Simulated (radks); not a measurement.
Q: The iridium ion Ir67+, configuration [He] 2s2 2p5 3d1 (not the ground configuration). Method: Dirac Kohn-Sham, PBE, spin-unpolarised, spherical densities, finite nucleus; open shells fill j = l - 1/2 first; Fermi nuclear charge, rms radius 5.4032 fm; computed with a radial shooting solver on a logarithmic mesh with Libxc functionals.

Spin-orbit splittings of the eigenvalues, e(l+1/2) - e(l-1/2), with zeta = 2 splitting/(2l+1) and mean radii in bohr:

| shell | occ. | splitting (eV) | zeta (eV) | <r> j=l-1/2 | <r> j=l+1/2 |
|---|---|---|---|---|---|
| 2p | 5 | ? | ? | 0.05885 | 0.06676 |
| 3p | 0 | 471.4 | 314.3 | 0.1602 | 0.1718 |
| 3d | 1 | 114.7 | 45.87 | 0.1460 | 0.1497 |

Estimate the 2p splitting.

A: 1705 eV (zeta = 1137 eV).
